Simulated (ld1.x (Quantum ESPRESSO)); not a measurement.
**La (Z = 57), PAW: configuration errors across variants**

- Element: La
- Generator: ld1.x (Quantum ESPRESSO) 7.5
- Type: PAW
- Functional: LDA (PZ)
- Relativity: scalar-relativistic
- Frozen core: [Kr]
- Valence charge: 21
- Reference configuration: 4d10 4f0 5s2 5p6 5d1 6s1.75 6p0.25
- Partial waves: 5s (bound): rcut 2.00, rcutus 2.10 bohr; 6s (bound): rcut 2.00, rcutus 2.10 bohr; 5p (bound): rcut 2.35, rcutus 2.55 bohr; 6p (bound): rcut 2.35, rcutus 2.55 bohr; 4d (bound): rcut 1.00, rcutus 1.10 bohr; 5d (bound): rcut 1.00, rcutus 1.10 bohr; 4f (bound, empty): rcut 1.15, rcutus 1.45 bohr; 4f channel at 4.6 Ry: rcut 1.15, rcutus 1.45 bohr
- Local potential: all-electron potential smoothed inside 1.55 bohr (lloc = -2)
- Core correction: Bessel-smoothed model core, default radius (core density twice the valence density)
- Augmentation charge: PSQ, inside the norm-conserving radii

All-electron excitation energies from the reference (eV): (1) 4d10 4f0 5s2 5p6 5d1 6s2 6p0 -0.604; (2) 4d10 4f0 5s2 5p6 5d1 6s1 6p0 5.559; (3) 4d10 4f0 5s2 5p6 5d1 6s0 6p0 16.711; (4) 4d10 4f0 5s2 5p6 5d1 6s0 6p1 8.620; (5) 4d9 4f0 5s2 5p6 5d1 6s2 6p0 112.417; (6) 4d10 4f0 5s2 5p6 5d1 6s1.5 6p0 1.879; (7) 4d10 4f0 5s1 5p6 5d1 6s2 6p0 43.597; (8) 4d10 4f0 5s2 5p6 5d1 6s1.75 6p0.25 spin -0.169; (9) 4d10 4f0 5s2 5p6 5d1 6s2 6p0 spin -0.701.

Spin tests fill each open shell by Hund’s rule, majority spin first.

The default core radius of the base comes out at 0.48 bohr.

Errors AE − PS in meV (a dash: test not solved or not reliable):

```csv
change,(1),(2),(3),(4),(5),(6),(7),(8),(9),bound ghosts
base,+0.1,-0.7,-2.0,-0.1,+1465,-0.1,+18,0.0,0.0,none
"core correction a·sin(br)/r model core, default radius (ld1.x builds one for every PAW set, though the input has nlcc=.false.)",+0.1,-0.8,-2.1,-0.1,+1234,-0.2,+16,+0.1,0.0,none
core correction Bessel-smoothed model core inside 0.48 bohr,+0.1,-0.7,-2.0,-0.1,+1464,-0.1,+18,+0.1,+0.1,none
core correction Bessel-smoothed model core inside 0.74 bohr,0.0,-0.9,-2.1,-0.1,+1440,-0.2,+18,0.0,0.0,none
core correction Bessel-smoothed model core inside 0.78 bohr,0.0,-0.9,-2.1,-0.1,+1443,-0.2,+18,-0.1,0.0,none
core correction Bessel-smoothed model core inside 0.92 bohr,0.0,-0.9,-2.1,-0.1,+1444,-0.2,+18,-0.1,0.0,none
core correction Bessel-smoothed model core inside 1.10 bohr,+0.1,-0.9,-2.1,-0.1,+1409,-0.2,+18,+0.1,+0.1,none
core correction Bessel-smoothed model core inside 1.20 bohr,0.0,-0.9,-2.1,-0.2,+1378,-0.3,+17,+0.1,0.0,none
core correction Bessel-smoothed model core inside 1.30 bohr,0.0,-0.9,-2.2,-0.2,+1346,-0.3,+17,0.0,0.0,none
```

(1) Give the same row for: core correction Bessel-smoothed model core inside 0.58 bohr.

Results:

(1) 0.0, -0.9, -2.1, -0.1, +1437, -0.2, +18, 0.0, 0.0; bound ghosts: none.
